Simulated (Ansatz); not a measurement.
Reactions of C2H9BOSi, SMILES `CBO[SiH2]C`.

Calculated with Ansatz (gas phase, PBE0-D4/def2-TZVP geometries, no zero-point term in ΔE). CCSD(T)/CBS is the MP2 limit (def2-TZVPP, def2-QZVPP) plus CCSD(T) − MP2 in def2-TZVPP, frozen cores. This one scheme is used for every species. Functionals use def2-TZVPP. B3LYP here is the variant with VWN-RPA as its local correlation; programs differ in this. Open shells (•) are unrestricted, without spin–orbit coupling. For Se outer-core shells are correlated without core-valence functions, which leaves a few kJ/mol of doubt a bond. Scalar relativity is left out up to krypton. One conformer a species, not always the lowest.

```
                                                       reaction  CCSD(T)/CBS(def2) (eV)
                           `CBO[SiH2]C` → `CB[O]`• + `C[SiH2]`•                    5.10
                 `CBO[SiH2]C` → `BO[SiH2]C` + `[CH2]` (triplet)                    5.06
                                    `CBO[SiH2]C` → `BOC[SiH2]C`                    2.15
            `CBO[SiH2]C` + `CC[Se]C` → `CC[Se][SiH2]C` + `CBOC`                    0.78
                  `CBO[SiH2]C` + `CNC` → `CBN(C)C` + `C[SiH2]O`                   -0.07
            `CBO[SiH2]C` + `O=C(O)O` → `CBOC(=O)O` + `C[SiH2]O`                    0.29
                                `CBO[SiH2]C` → `CBO` + `C[SiH]`                       ?
                                  `CBO[SiH2]C` → `BC(O)[SiH2]C`                       ?
`CBO[SiH2]C` + `C[Se]C(F)(F)F` → `CB[Se]C` + `C[SiH2]OC(F)(F)F`                       ?
            `CBO[SiH2]C` + `[SiH3]S` → `C[SiH2]S[SiH3]` + `CBO`                    0.22
```

Question: Fill in the missing values. (Estimate.)

Answer: Computed: `CBO[SiH2]C` → `CBO` + `C[SiH]`: +3.37 eV; `CBO[SiH2]C` → `BC(O)[SiH2]C`: +3.52 eV; `CBO[SiH2]C` + `C[Se]C(F)(F)F` → `CB[Se]C` + `C[SiH2]OC(F)(F)F`: +0.18 eV.

Largest T1 diagnostic: 0.032, for `CB[O]`•, so its coupled-cluster energy is less sure.
